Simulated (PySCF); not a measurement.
**Partners of silane**

Gas-phase complexes of silane, each in one structure from a short search with a few starts, optimised by PBE0-D3(BJ)/def2-SVPD; other ways of binding may lie lower. Energies in kcal/mol, PBE0-D3(BJ)/def2-TZVPD, counterpoise-corrected (PySCF): interaction is complex less parts frozen as they stand in it, binding adds what it costs to deform them. Contacts are written partner···silane; electrostatic, Pauli and orbital are terms of the uncorrected same energy, whose rest is dispersion or correlation.

Frequency runs check only 2 of the 4 structures; an imaginary mode is left, so that the point isn't a minimum, in the complex with hydronium (80i cm⁻¹). 1 further partner within 0.25 kcal/mol of a listed one is not ranked.

Problem. Order these partners of silane by binding energy, strongest first: methanol, hydronium, isothiocyanic acid, methanethiol.

Solution. hydronium (-14.3), methanol (-2.3), isothiocyanic acid (-1.7), methanethiol (-1.2).
```
           partner  contact  distance (Å)  binding  interaction  electrostatic  Pauli  orbital
         hydronium    H···H          1.22    -14.3        -19.2           -3.5   15.3    -30.4
          methanol   O···Si          3.04     -2.3         -2.4           -4.1    4.6     -1.8
isothiocyanic acid   N···Si          3.36     -1.7         -1.7           -1.5    2.0     -0.8
      methanethiol   H···Si          3.22     -1.2         -1.2           -0.5    1.1     -0.5
```
